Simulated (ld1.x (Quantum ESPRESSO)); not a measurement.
**Varying the ultrasoft potential for phosphorus (P)**

Base potential:

ld1.x (Quantum ESPRESSO) 7.5 input, shortened:

```
&input
   title='P', zed=15., rel=1, dft='PZ', iswitch=3,
   config='[Ne] 3s2 3p3'
 /
 &inputp
   pseudotype=3, tm=.true., lloc=-2, rcloc=1.80,
   nlcc=.true., new_core_ps=.true.
 /
4
3S  1  0   2.00   0.00  1.20  1.35  0.0
3S  1  0   0.00  -0.05  1.20  1.35  0.0
3P  2  1   3.00   0.00  1.50  1.90  0.0
3P  2  1   0.00  -0.05  1.50  1.90  0.0
 &test
   configts(1)='3s2 3p3'
 /
```

Cutoffs, loose and tight: the cutoffs (Ry, on a coarse ladder) from which the occupation-weighted sum of valence levels, in a spherical-Bessel basis at the reference potential, stays within 10 and 1 mRy of its value at 400 Ry. They do not see the model core or the augmentation charge, which bear on the density cutoff. Test errors are all-electron minus pseudo excitation energies from the reference, over the configurations 3s2 3p2; 3s2 3p1; 3s2 3p0; 3s1 3p4; 3s1 3p0; 3s1 3p3; 3s2 3p3.3 (two spin-polarised tests are not counted in the largest error). A dash means not determined; rows that change the core or the reference have their own tests.

A true bound ghost makes a file unfit for plane-wave use even where its test errors are small: the radial tests pick states by their node count and pass the ghost by.

```csv
change,outcome,"cutoff, loose","cutoff, tight",bound ghosts,largest test error (meV)
base,generated,18 Ry,30 Ry,none,+106
"waves 3p (bound): rcut 1.14, rcutus 1.20 bohr; 3p channel at -0.05 Ry: rcut 1.14, rcutus 1.20 bohr",generated,35 Ry,45 Ry,p,+32
"waves 3p (bound): rcut 1.50, rcutus 1.58 bohr; 3p channel at -0.05 Ry: rcut 1.50, rcutus 1.58 bohr",generated,18 Ry,35 Ry,none,+106
"waves 3p (bound): rcut 1.50, rcutus 1.82 bohr; 3p channel at -0.05 Ry: rcut 1.50, rcutus 1.82 bohr",generated,21 Ry,30 Ry,none,+106
"waves 3p (bound): rcut 1.50, rcutus 2.06 bohr; 3p channel at -0.05 Ry: rcut 1.50, rcutus 2.06 bohr",generated,18 Ry,30 Ry,none,+106
"waves 3p (bound): rcut 1.50, rcutus 2.34 bohr; 3p channel at -0.05 Ry: rcut 1.50, rcutus 2.34 bohr",generated,18 Ry,30 Ry,none,+106
"waves 3p (bound): rcut 1.50, rcutus 2.54 bohr; 3p channel at -0.05 Ry: rcut 1.50, rcutus 2.54 bohr",generated,18 Ry,30 Ry,none,+106
"waves 3p (bound): rcut 1.50, rcutus 2.78 bohr; 3p channel at -0.05 Ry: rcut 1.50, rcutus 2.78 bohr",generated,18 Ry,30 Ry,none,+106
```

Reading the sweep of the p radius (base included, trends over the rows without a ghost): The loose cutoff stays near 18 Ry. The median size of the test errors (rows with all tests solved) stays near 2.6 meV. Bound ghosts are found at 1.2 bohr.
